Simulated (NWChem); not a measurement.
Species: hydronium (H3O cation); SMILES [OH3+]

```xyz
4

O      0.0000     0.0000     0.0788
H      0.6693     0.6693    -0.2074
H      0.2450    -0.9143    -0.2074
H     -0.9143     0.2450    -0.2074
```
Atoms are numbered in this order, from 1.

The geometry was optimised at B3LYP/6-31G* (spherical d).

### Question
Give the principal values of the shielding tensors (ppm) of O1 from PBE/def2-SVP, GIAO (NWChem), with their diamagnetic and paramagnetic parts as GIAO splits them.

### Answer
| atom | σ11 | σ22 | σ33 | isotropic | diamagnetic | paramagnetic |
|---|---|---|---|---|---|---|
| O1 | 279.5 | 325.8 | 325.8 | 310.4 | 374.3 | -63.9 |
